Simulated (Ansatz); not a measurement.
Relaxation of ClF₄HOW (8 atoms, charge 0, multiplicity 1), to a largest force component of 0.02 eV/Å in at most 40 steps.

Theory: Ansatz, RKS BLYP-D4/def2-SVP.

```xyz
8
Properties=species:S:1:pos:R:3:forces:R:3
W 0.000 0.000 0.000 0.96 0.29 -0.28
O 0.000 0.000 1.940 -1.47 -0.46 -0.51
H -0.909 -0.281 2.277 1.11 0.34 0.05
F 1.850 0.000 0.000 0.70 0.05 0.16
F 0.000 1.850 0.000 0.02 1.01 -0.11
F -1.850 0.000 0.000 -1.13 -0.06 0.16
F 0.000 -1.850 0.000 -0.08 -1.14 -0.10
Cl 0.000 0.000 -2.390 -0.11 -0.03 0.62
```

Task: Where does it end, and by what steps?

Result: The forces met the threshold. After 6 steps the energy has fallen by 0.233 eV; H3 moved furthest, 0.24 Å.

```csv
step,energy less start (eV),largest force component (eV/Å),accepted
0,0.0000,1.466,yes
1,-0.1723,0.866,yes
2,-0.2055,0.336,yes
3,-0.2220,0.155,yes
4,-0.2277,0.217,yes
5,-0.2296,0.356,yes
6,-0.2326,0.017,yes
```

```xyz
8
Properties=species:S:1:pos:R:3
W 0.017 -0.015 -0.027
O -0.127 -0.069 1.855
H -0.866 -0.166 2.488
F 1.888 0.002 0.063
F 0.044 1.866 -0.043
F -1.874 -0.025 -0.033
F 0.068 -1.895 -0.120
Cl -0.058 0.020 -2.356
```

Run time: 27 s on 2 threads of Arm Neoverse V2, on a shared host, peak memory 0.18 GiB.
